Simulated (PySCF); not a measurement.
# Reading the logs of faulty runs: B2GeH4N

Calculated results; nothing here was measured. The program is PySCF 2.14.0, an open-source quantum chemistry code, run on an isolated molecule that a program drew, which may never have been made. The molecule is B2GeH4N (charge 0, doublet), drawn as the SMILES string `B=N[BH][GeH2]`.

Each row is a Hartree-Fock (HF) and frozen-core CCSD(T) single point in the cc-pVDZ basis, meant for a local HF minimum. Run 1 is clean. Each other run has one planted mistake out of seven kinds, and not every kind appears here: one electron removed, one electron added, multiplicity raised by two, geometry at a saddle point, minimal basis STO-3G, one bond length entered in bohr, all coordinates scaled. The reference is restricted for singlets and unrestricted otherwise, and also for a bond in bohr. Adding or removing an electron swaps singlet and doublet. Electrons count all cores. HOMO and LUMO are orbital energies over both spins, the gradient is its largest component, and the lowest frequency (negative if imaginary) is given only where the gradient is small. Bond lengths are over the 7 bonds as drawn. T1 is the CCSD diagnostic: over 0.02 (restricted) or 0.045 (unrestricted) a single reference is doubtful. Germanium has the cc-pVDZ-PP basis, with a core potential (ECP10MDF) in place of its 10 inner electrons, and its 3s, 3p and 3d shells are frozen in CCSD(T).

Geometry of the clean run:
```xyz
8
B2GeH4N, angstrom
B    -2.7806   -2.0604    0.9529
N    -1.8804   -1.5322    0.2785
B    -0.8740   -0.9230   -0.4892
Ge   -0.6270    1.1234   -0.4715
H    -3.6279   -2.5599    1.5881
H    -0.0994   -1.5890   -1.1196
H     0.1417    1.7868   -1.6200
H    -1.7989    2.0151   -0.0426
```

| run | electrons | basis functions | <S^2> | HOMO (eV) | LUMO (eV) | gradient (hartree/bohr) | lowest frequency (cm^-1) | mean bond (Å) | longest bond (Å) | T1 | HF (hartree) | CCSD(T) (hartree) | mistake |
|---|---|---|---|---|---|---|---|---|---|---|---|---|---|
| 1 | 53 | 85 | 0.765 | -7.88 | 0.88 | 2.9e-05 | 126 | 1.4495 | 2.061 | 0.0195 | -399.53216 | -399.98684 | no fault |
| 2 | 52 | 85 | 0.000 | -15.37 | -6.33 | 5.6e-02 | - | 1.4495 | 2.061 | 0.0170 | -399.27159 | -399.70961 | one electron removed |
| 3 | 54 | 85 | 0.000 | -0.60 | 6.86 | 5.0e-02 | - | 1.4495 | 2.061 | 0.0310 | -399.52281 | -400.02356 | ? |
| 4 | 53 | 85 | 3.815 | -5.43 | -2.09 | 7.1e-02 | - | 1.4495 | 2.061 | 0.0271 | -399.37281 | -399.83172 | ? |

**Which mistake was planted in run 3, and what did it cost?**

It counts 54 electrons, one more than the clean run, at the same geometry and basis. So the mistake is: one electron added. Subtracting run 1 and multiplying by 627.51 kcal/mol a hartree, the energy moved by 5.9 kcal/mol in HF and -23.0 kcal/mol in CCSD(T).

**Which mistake was planted in run 4, and what did it cost?**

Electrons, basis and geometry are unchanged, and <S^2> is 3.815, beside S(S+1) = 3.75 for a multiplicity of 4. So the mistake is: multiplicity raised by two. Subtracting run 1 and multiplying by 627.51 kcal/mol a hartree, the energy moved by 100.0 kcal/mol in HF and 97.3 kcal/mol in CCSD(T).

Cautions from the logs. Run 3: T1 is over the limit, so its CCSD(T) energy is less reliable.
